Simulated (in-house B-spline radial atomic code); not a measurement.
Configurations of Cs⁺, with energies counted from [Kr] 4d10 5s2 5p6. All numbers are computed (Dirac-Hartree-Fock, average of configuration; Fermi nucleus of rms radius 4.8041 fm) with a radial B-spline atomic code at the basis-set limit, not measured. Energies include first-order Breit, QED and recoil terms.

Occupations are held fixed; configurations that lie above the ionisation limit could autoionise.

| configuration | E - E(ref) (eV) | highest orbital | its <r> (bohr) |
| --- | --- | --- | --- |
| [Kr] 4d10 5s1 5p6 5d1 | 31.212 | 5d5/2 | 3.465 |
| [Kr] 4d10 5s1 5p6 9p1 | 38.066 | 9p3/2 | 25.77 |
| [Kr] 4d10 5s1 5p6 7g1 | 38.523 | 7g7/2 | 31.73 |
| [Kr] 4d10 5s1 5p6 8g1 | 38.784 | 8g7/2 | 42.98 |
| [Kr] 4d9 5s2 5p6 8p1 | 86.322 | 8p3/2 | 17.48 |
| [Kr] 4d9 5s2 5p6 9p1 | 87.045 | 9p3/2 | 25.58 |
| [Ar] 3d10 4s2 4p5 4d10 5s2 5p6 9s1 | 185.62 | 9s1/2 | 22.66 |
| [Ar] 3d10 4s2 4p5 4d10 5s2 5p6 6f1 | 185.78 | 6f7/2 | 19.92 |
| [Ar] 3d9 4s2 4p6 4d10 5s2 5p6 7p1 | 739.78 | 7p3/2 | 10.83 |
| [Ar] 3d9 4s2 4p6 4d10 5s2 5p6 7g1 | 742.37 | 7g7/2 | 31.74 |
| [Ar] 3d9 4s2 4p6 4d10 5s2 5p6 8f1 | 742.53 | 8f7/2 | 38.26 |
| [Ar] 3d9 4s2 4p6 4d10 5s2 5p6 9f1 | 742.73 | 9f7/2 | 50.21 |

Problem. Order these further configurations by energy, lowest first.
A. [Ar] 3d10 4s2 4p5 4d10 5s2 5p6 5f1
B. [Ar] 3d10 4s2 4p5 4d10 4f1 5s2 5p6
C. [Kr] 4d10 5s2 5p5 9s1
D. [Kr] 4d10 5s2 5p5 9d1
E. [Kr] 4d9 5s2 5p6 6p1

Solution. C (20.994 eV), D (21.582 eV), E (81.698 eV), B (183.89 eV), A (185.09 eV).

Problem. How far above the reference does [Kr] 4d10 5s1 5p6 6g1 lie?

Solution. 38.122 eV; its least bound orbital is 6g7/2 with <r> = 21.99 bohr.

Problem. How far above the reference does [Kr] 4d10 5s2 5p5 6f1 lie?

Solution. 21.219 eV; its least bound orbital is 6f5/2 with <r> = 22.66 bohr.

Problem. How far above the reference does [Ar] 3d9 4s2 4p6 4d10 5s2 5p6 6g1 lie?

Solution. 741.97 eV; its least bound orbital is 6g7/2 with <r> = 21.99 bohr.

Problem. One of these lies 185.9 eV from the reference. Which?
A. [Kr] 4d10 5s1 5p6 8f1
B. [Ar] 3d10 4s2 4p5 4d10 5s2 5p6 6g1
C. [Kr] 4d10 5s2 5p5 5d1
D. [Ar] 3d10 4s2 4p5 4d10 5s2 5p6 6s1

Solution. B.
